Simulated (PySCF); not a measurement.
Molfile (atoms numbered from 1):
```
C4H8ClN3Si
     RDKit          3D

 17 17  0  0  0  0  0  0  0  0999 V2000
   -1.8990   -0.6939   -0.4045 C   0  0  0  0  0  0  0  0  0  0  0  0
   -0.9146   -0.4865    0.7427 C   0  0  0  0  0  0  0  0  0  0  0  0
   -0.0135    0.5994    0.4628 N   0  0  0  0  0  0  0  0  0  0  0  0
    1.2093    0.5633   -0.1521 C   0  0  0  0  0  0  0  0  0  0  0  0
    2.1456   -0.9568   -0.7265 Si  0  0  0  0  0  4  0  0  0  0  0  0
    1.6699    1.7829   -0.2641 N   0  0  0  0  0  0  0  0  0  0  0  0
    0.7835    2.6397    0.2561 N   0  0  0  0  0  0  0  0  0  0  0  0
   -0.2198    1.9296    0.6837 C   0  0  0  0  0  0  0  0  0  0  0  0
   -1.6143    2.5196    1.4377 Cl  0  0  0  0  0  0  0  0  0  0  0  0
   -2.5631   -1.5217   -0.1742 H   0  0  0  0  0  0  0  0  0  0  0  0
   -2.4971    0.2018   -0.5537 H   0  0  0  0  0  0  0  0  0  0  0  0
   -1.3657   -0.9158   -1.3259 H   0  0  0  0  0  0  0  0  0  0  0  0
   -0.3161   -1.3871    0.9006 H   0  0  0  0  0  0  0  0  0  0  0  0
   -1.4573   -0.2484    1.6621 H   0  0  0  0  0  0  0  0  0  0  0  0
    2.3834   -1.7972    0.4535 H   0  0  0  0  0  0  0  0  0  0  0  0
    3.3792   -0.5175   -1.3544 H   0  0  0  0  0  0  0  0  0  0  0  0
    1.2824   -1.6991   -1.6538 H   0  0  0  0  0  0  0  0  0  0  0  0
  1  2  1  0
  2  3  1  0
  3  4  1  0
  4  5  1  0
  4  6  2  0
  6  7  1  0
  7  8  2  0
  8  9  1  0
  8  3  1  0
  1 10  1  0
  1 11  1  0
  1 12  1  0
  2 13  1  0
  2 14  1  0
  5 15  1  0
  5 16  1  0
  5 17  1  0
M  END
```

- shieldings: GIAO PBE0/pcSseg-1
- geometry: GFN2-xTB
- program: PySCF 2.14.0 with density-fitted response routines
- no relativistic terms, rapidly exchanging positions averaged, a single conformation, isolated molecule

Question: List the cross peaks expected in HSQC, COSY and HMBC spectra.

Answer: 

HSQC (one-bond C–H):
```
                δH         δC
    4.04 (H13/H14)  41.9 (C2)
1.36 (H10/H11/H12)  18.6 (C1)
```

COSY cross peaks (H two or three bonds apart, from the bond graph; peaks can be absent where the dihedral angle is near 90°):
```
            δH                  δH
4.04 (H13/H14)  1.36 (H10/H11/H12)
```

HMBC (two and three bonds, from the bond graph):
```
                δH                                 δC
4.57 (H15/H16/H17)                         151.4 (C4)
    4.04 (H13/H14)  151.7 (C8), 151.4 (C4), 18.6 (C1)
1.36 (H10/H11/H12)                          41.9 (C2)
```

δ = σ(ref) − σ, references computed at the same level: ¹H (σref 31.72) and ¹³C (σref 186.93) against TMS.

Short H···H contacts in this conformer between protons four or more bonds apart (candidates for NOE cross peaks, intensity ∝ r⁻⁶): H13···H15 2.77 Å, H12···H17 2.78 Å.

Carbons that carry Cl, above all several Cl atoms, come out too deshielded, partly because spin–orbit coupling is missing. Shifts are as computed. Against solution values, carbons near 30 ppm lie about +3 ppm off and those near 130 ppm about +5 ppm; carbons on Cl a further +6 ppm. Of 1211 compounds with measured shifts, 218 miss one by over three times the rms of a fit or turn the order of signals round; such compounds aren't used in these exercises.
